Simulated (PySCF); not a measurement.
# Continuum solvent and chemical shifts

Geometry (Å), atoms numbered from 1 in this order:
```xyz
16

C     2.8606    0.8460   -0.4788
C     3.1489   -0.1781    0.3846
S     1.7260   -0.9645    0.9365
C     0.7065    0.0838    0.0038
C    -0.7332   -0.0707    0.0340
C    -1.4919   -0.9840    0.7373
C    -2.8863   -0.8349    0.5197
C    -3.1767    0.1874   -0.3451
S    -1.7553    0.9743   -0.8997
C     1.4665    0.9975   -0.6976
H     3.6230    1.4723   -0.9432
H     4.1253   -0.5157    0.7288
H    -1.0522   -1.7393    1.3908
H    -3.6475   -1.4614    0.9859
H    -4.1538    0.5233   -0.6891
H     1.0281    1.7545   -1.3500
```

GIAO PBE0/pcSseg-1 in PySCF 2.14.0 with density-fitted response routines on one PBE0-D3(BJ)/def2-SVP conformer, non-relativistic, equivalent nuclei averaged. Solvents enter as an IEF-PCM continuum (chloroform with ε = 4.7, dichloromethane with ε = 8.9, methanol with ε = 32.6) around the gas-phase geometry. Shifts are referred to TMS, CS2 computed in the same medium.

Gas phase, δ in ppm: C4/C5 145.9, C1/C7 132.2, C2/C8 130.4, C6/C10 126.4, S3/S9 210.1, H13/H16 7.33, H11/H14 6.98, H12/H15 6.95. Dipole moment 0.00 D.

(1) How does each δ change in the continuum?

(2) Which nuclei move most (in ppm), and what does the model miss?

Answers

(1) 
```tsv
atoms	environment	Δδ, chloroform	Δδ, dichloromethane	Δδ, methanol
C4/C5	substituted aromatic carbon next to the ring sulfur	+0.1	0.0	0.0
C1/C7	aromatic CH	+1.6	+1.9	+2.3
C2/C8	aromatic CH next to the ring sulfur	+2.1	+2.5	+3.0
C6/C10	aromatic CH	+1.7	+2.0	+2.4
S3/S9	aromatic ring sulfur	-2.4	-2.8	-3.1
H13/H16	hydrogen on an aromatic CH	+0.17	+0.21	+0.25
H11/H14	hydrogen on an aromatic CH	+0.19	+0.24	+0.28
H12/H15	hydrogen on an aromatic CH next to the ring sulfur	+0.26	+0.32	+0.38
```

Changes are relative to the gas phase.

(2) C2/C8 (aromatic CH next to the ring sulfur, +3.0 ppm) and S3/S9 (aromatic ring sulfur, -3.1 ppm) in methanol. A continuum only polarises the solute; specific hydrogen bonds, the anisotropy of aromatic solvents and changes of geometry or conformer are outside it.
